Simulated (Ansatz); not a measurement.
FH2IO2Zr, SMILES `[OH][Zr]([OH])([F])[I]`, relaxed with RKS PBE0-D4/def2-TZVP in Ansatz 0.2.0 from a PBE-D4/def2-SVP geometry. The force threshold is 0.005 eV/Å; the program also tests the step.

Total charge 0; spin multiplicity 1. Zr, I takes the def2 core potential.

Start:

```xyz
7

O    -1.036   -1.031   -0.890
Zr    0.348    0.109   -0.231
O     0.255    0.289    1.670
F     2.046   -0.651   -0.695
I     0.077    2.602   -1.382
H    -1.779   -1.616   -1.094
H     0.089    0.299    2.622
```

By how much does the energy fall, and how many steps does the optimiser take? (Best estimate.)

Ansatz gave: 2.06 kJ/mol, in 6 steps.

Which bonds change most? (Estimate.)

The calculation gave: Zr2–F4 from 1.917 to 1.902 Å; O3–H7 from 0.967 to 0.953 Å; O1–H6 from 0.967 to 0.953 Å; Zr2–O3 from 1.911 to 1.897 Å.

Give the relaxed structure. (Estimate.)

Computed: 
```xyz
7

O    -1.017   -1.038   -0.881
Zr    0.352    0.103   -0.230
O     0.263    0.271    1.658
F     2.038   -0.643   -0.695
I     0.072    2.587   -1.371
H    -1.775   -1.584   -1.071
H     0.067    0.304    2.590
```
